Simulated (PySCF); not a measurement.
CH5ClFNSi.

```xyz
10

N     -2.5089     0.1649     0.8032
C     -1.4608    -0.5945     0.1093
Si     0.2459     0.1454     0.3454
F      0.1683     1.6905    -0.1657
Cl     1.6898    -0.8269    -0.7751
H     -2.3507     0.1788     1.8111
H     -2.5147     1.1371     0.4939
H     -1.6905    -0.6402    -0.9696
H     -1.4717    -1.6436     0.4531
H      0.6718     0.1874     1.7657
```
Charge 0, spin multiplicity 1.

Coordinates come from a B3LYP-D3(BJ)/def2-SVP optimisation. The structure was generated by enumeration; whether it is a known compound was not checked. The values are those of a single conformer.

These are PBE/pcSseg-1 (PySCF) values and carry that method's errors. Non-relativistic, no solvent.

Computed absolute GIAO shielding of each atom: isotropic value and principal components (ppm):
| atom | σ(iso) | σ11 | σ22 | σ33 | span |
|---|---|---|---|---|---|
| N1 | 246.2 | 200.1 | 251.9 | 286.7 | 86.6 |
| C2 | 141.8 | 117.6 | 135.6 | 172.3 | 54.7 |
| Si3 | 325.3 | 285.5 | 323.2 | 367.2 | 81.8 |
| F4 | 334.0 | 283.0 | 351.1 | 367.9 | 84.8 |
| Cl5 | 853.4 | 703.9 | 869.3 | 986.9 | 282.9 |
| H6 | 31.3 | 24.5 | 28.6 | 40.7 | 16.1 |
| H7 | 30.9 | 24.0 | 29.1 | 39.8 | 15.8 |
| H8 | 28.5 | 23.7 | 29.1 | 32.8 | 9.0 |
| H9 | 28.8 | 24.0 | 29.2 | 33.3 | 9.3 |
| H10 | 25.9 | 22.6 | 23.6 | 31.4 | 8.8 |
